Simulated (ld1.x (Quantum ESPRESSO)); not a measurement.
## C: one change to a TM potential, before and after

* Element: C
* Generator: ld1.x (Quantum ESPRESSO) 7.5
* Type: norm-conserving Troullier–Martins (Kleinman–Bylander form)
* Functional: PW91
* Relativity: scalar-relativistic
* Frozen core: [He]
* Valence charge: 4
* Reference configuration: 2s2 2p1.5 (charge +0.5)
* Partial waves: 2s (bound): rc 1.10 bohr; 3d channel at 0.35 Ry: rc 2.10 bohr; 2p (bound): rc 1.90 bohr
* Local potential: the p channel
* Core correction: none

Change: wave 2s (bound): rc 1.10 bohr becomes 2s (bound): rc 1.24 bohr.

Cutoffs: the cutoffs (Ry, on a coarse ladder) from which the occupation-weighted sum of valence levels, in a spherical-Bessel basis at the reference potential, stays within 10 and 1 mRy of its value at 400 Ry; they do not see the model core or the augmentation charge, which bear on the density cutoff. Errors are all-electron minus pseudo energies relative to the spin-unpolarised reference configuration.

Problem. What does the change do?

Solution. The potential gets neither clearly harder nor softer (35 Ry and 90 Ry → 35 Ry and 80 Ry); of the 7 tests that both files solve, the error grows in 3 and shrinks in 0 by more than 15 % and 0.3 meV (median size 16.9 → 15.3 meV); neither file shows a bound ghost. More of the atom is replaced by a form fitted at one configuration, so other configurations suffer.

```csv
quantity,base,changed
"cutoff, loose",35 Ry,35 Ry
"cutoff, tight",90 Ry,80 Ry
bound ghosts,none,none
"error for 2s2 2p2, meV [ΔE -3.99 eV]",+0.8,+1.0
"error for 2s2 2p1, meV [ΔE 6.93 eV]",+6.2,+6.7
"error for 2s2 2p0, meV [ΔE 31.17 eV]",+174,+182
"error for 2s0 2p4, meV [ΔE 12.96 eV]",+33,+45
"error for 2s1 2p3, meV [ΔE 4.47 eV]",+18,+22
"error for 2s1 2p2, meV [ΔE 15.67 eV]",-17,-15
"error for 2s2 2p2.3, meV [ΔE -5.17 eV]",-0.1,+0.4
s: phases at 2.29 bohr within 0.05 rad from the reference energy up to (Ry; the scan ends near 5),1.7,1.7
p: phases at 2.29 bohr within 0.05 rad from the reference energy up to (Ry; the scan ends near 5),1.3,1.3
d: phases at 2.29 bohr within 0.05 rad from the reference energy up to (Ry; the scan ends near 5),4.7,4.7
```
